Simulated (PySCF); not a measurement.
# Do core-level shifts follow atomic charges?

Compound: C₄H₄ClNO.
Numbering: `[N:1]#[C:2][CH2:3][CH2:4][C:5](=[O:6])[Cl:7]`

Binding energies: PySCF 2.14.0, delta-SCF UKS SCAN, pcX-2 on the ionised atom, pcseg-1 elsewhere, spin-free X2C. Charges: PBE0/pcSseg-1 ground-state density, for the ionised atom.

| atom | environment | C 1s (eV) | Mulliken (e) | IAO (e) | Hirshfeld (e) | ESP (e) |
| --- | --- | --- | --- | --- | --- | --- |
| C4 | sp3 carbon next to a carbonyl | 292.55 | -0.234 | -0.302 | -0.061 | +0.063 |
| C2 | nitrile carbon | 292.60 | +0.054 | +0.137 | +0.083 | +0.309 |
| C3 | sp3 carbon next to a nitrile | 292.92 | -0.197 | -0.297 | -0.036 | -0.049 |
| C5 | acyl halide carbon | 295.55 | +0.252 | +0.369 | +0.191 | +0.408 |

Give the correlation coefficient and slope of binding energy on charge for each scheme.

Hirshfeld: r = 0.82, slope 10.2 eV per e; Mulliken: r = 0.80, slope 5.1 eV per e; IAO: r = 0.75, slope 3.3 eV per e; ESP: r = 0.65, slope 4.4 eV per e. On 4 points no scheme stands out.

The point-charge model writes a binding energy as kq + V + constant, with V the potential of the other atoms' charges at the site. What does it give with the Hirshfeld charges?

V = Σ 14.40 eV Å × q/r over all other atoms: +2.38 eV at C4, -1.95 eV at C2, +1.78 eV at C3, -2.27 eV at C5. Fitting binding energy − V to q gives k = 29.9 eV per e and leaves an rms residual of 0.08 eV, against 0.71 eV for the fit on q alone. The model has no term for differences in relaxation between sites.

The structure is a single GFN2-xTB conformer in the gas phase; no vibrational or solvent corrections.

Conformer computed: `[N:1]#[C:2][CH2:3][CH2:4][C:5](=[O:6])[Cl:7]`: C2–C3–C4–C5 -72°, C3–C4–C5–O6 -11°.
